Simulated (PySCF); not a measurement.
# Two-component Hartree-Fock for Sc²⁺ (scandium, charge +2)

Start: [Ar] 3d1; 3d5/2 filled at m_j = +5/2. Calculated with PySCF 2.14 in x2c-TZVPall-2c: generalised Hartree-Fock with the X2C-1e Hamiltonian and a Gaussian nucleus; one run each with spin-orbit coupling (SO) switched off, then screened by Boettger's factors. This is a chosen level, not necessarily the ground level.

```tsv
spinor shell	electrons	ε, spin-free (eV)	ε, screened SO (eV)	weight of nominal j (screened SO)	rms radius, screened SO (bohr)
1s1/2	2	-4554.8	-4554.8	1.000	0.0844
2s1/2	2	-539.29	-539.29	1.000	0.370
2p1/2	2	-442.03	-445.17	0.998	0.338
2p3/2	4	-442.03	-440.50	0.999	0.341
3s1/2	2	-85.511	-85.516	1.000	1.15
3p3/2	4	-57.999	-58.279	0.855	1.26
3p1/2	2	-57.999	-57.457	0.709	1.26
3d5/2	1	-24.500	-24.488	1.000	1.74
```

```tsv
quantity	spin-free	screened SO
E (hartree)	-762.62512	-762.62940
M_J	5/2	5/2
⟨J²⟩	8.754	8.754
⟨L²⟩	6.003	6.003
⟨S²⟩	0.751	0.751
```

Each row is a mean over spinors that exchange with the open shell spreads, by up to 4.433 eV (3p3/2).

Rows whose weight is well below 1 are mixtures of j = l ± 1/2: exchange outweighs spin-orbit coupling there, and the label is only the starting occupation.

Without spin-orbit coupling the j labels of p, d and f shells carry no meaning; the spin-free column gives the mean over the occupied spinors of each nl shell.
